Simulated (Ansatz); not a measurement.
Conformers of H4O2S2Ti, SMILES `[OH][Ti]([OH])([SH])[SH]`, each relaxed with PBE0-D4/def2-TZVP in Ansatz. CBS adds the triple-zeta coupled-cluster correction to the MP2 limit.

Outer-core shells of Ti are correlated without core-valence functions. Scalar relativity is left out up to krypton.

Not all of them had a frequency check.

Conformer A:

Cartesian coordinates in Å:
```
O 0.796 0.187 -1.373
Ti -0.309 0.002 0.002
O -2.017 -0.123 -0.442
S 0.023 1.784 1.421
S 0.138 -1.968 1.095
H 1.438 -0.332 -1.858
H -2.578 -0.115 -1.218
H 1.191 2.075 0.820
H 1.318 -1.510 1.554
```

Conformer B:

Cartesian coordinates in Å:
```
O -0.473 -1.699 -0.474
Ti -0.105 -0.030 -0.064
O -1.239 1.211 -0.579
S 0.090 -0.062 2.228
S 1.886 0.627 -1.011
H -0.906 -2.433 -0.904
H -2.047 1.588 -0.918
H 0.268 1.271 2.288
H 2.524 -0.473 -0.567
```

(1) Which is lowest in electronic energy at CCSD(T)/CBS (frozen core, def2 sets), and by how much? (Best estimate.)

(2) Give the energies relative to B (kJ/mol) with PBE0-D4/def2-TZVPP, B3LYP-D4/def2-TZVPP, r2SCAN/def2-TZVPP, PBE0/def2-TZVPP, B3LYP/def2-TZVPP, HF/CBS(def2), MP2/CBS(def2). (An estimate is asked.)

## Answers

(1) Ansatz gave: B; A lies 1.8 kJ/mol higher. Gaps under about 2 kJ/mol don't settle the order.

(2) Ansatz gave: 
| level | A |
| --- | --- |
| PBE0-D4/def2-TZVPP | 0.3 |
| B3LYP-D4/def2-TZVPP | 0.8 |
| r2SCAN/def2-TZVPP | -0.8 |
| PBE0/def2-TZVPP | 0.3 |
| B3LYP/def2-TZVPP | 0.7 |
| HF/CBS(def2) | 3.7 |
| MP2/CBS(def2) | 2.2 |

B3LYP here is the variant with VWN-RPA as its local correlation; programs differ in this.
